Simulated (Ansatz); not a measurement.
One change: `[CH3][Al]([GaH2])[Br]` becomes `[CH3][Al]([SH])[Br]`.

Ansatz, PBE0-D4/def2-TZVP geometries, multiplicity 1. Each molecule was computed in one conformer, which needn't be the lowest.

Scalar relativity is left out up to krypton.

```
                                                                                  property  `[CH3][Al]([GaH2])[Br]`
                                        size of the dipole moment (ωB97M-V/def2-TZVPP) / D                     2.08
ideal-gas entropy at 298 K and 1 bar (rigid rotor, harmonic PBE0-D4/def2-TZVP) / J/(mol·K)                      402
                                                      HOMO–LUMO gap (PBE0/def2-TZVPP) / eV                     4.77
                                            zero-point energy (PBE0-D4/def2-TZVP) / kJ/mol                    131.3
                                                        HOMO energy (PBE0/def2-TZVPP) / eV                    -6.99
                                                         LUMO energy (PBE/def2-TZVPP) / eV                    -2.98
```

Give the same properties after the change, and the shifts. (Best estimate.)

Ansatz gave: 
| property | `[CH3][Al]([SH])[Br]` | shift |
| --- | --- | --- |
| size of the dipole moment (ωB97M-V/def2-TZVPP) / D | 2.53 | 0.45 |
| ideal-gas entropy at 298 K and 1 bar (rigid rotor, harmonic PBE0-D4/def2-TZVP) / J/(mol·K) | 371 | -31 |
| HOMO–LUMO gap (PBE0/def2-TZVPP) / eV | 7.03 | 2.26 |
| zero-point energy (PBE0-D4/def2-TZVP) / kJ/mol | 122.1 | -9.2 |
| HOMO energy (PBE0/def2-TZVPP) / eV | -7.86 | -0.87 |
| LUMO energy (PBE/def2-TZVPP) / eV | -1.58 | 1.40 |

With PBE0 the HOMO falls by 0.87 eV and the LUMO rises by 1.38 eV, so the gap widens by about 2.25 eV. PBE moves the HOMO by -0.70 eV and ωB97M-V by -1.09 eV. The zero-point energy changes by -9.2 kJ/mol with -3 modes. Dipoles are sizes alone; their direction can turn. Modes under 60 cm⁻¹, often nearly free rotors, make the harmonic entropy too high.

Spin–orbit coupling is left out; it splits and shifts lone-pair levels of the heavy atoms by tenths of an eV.
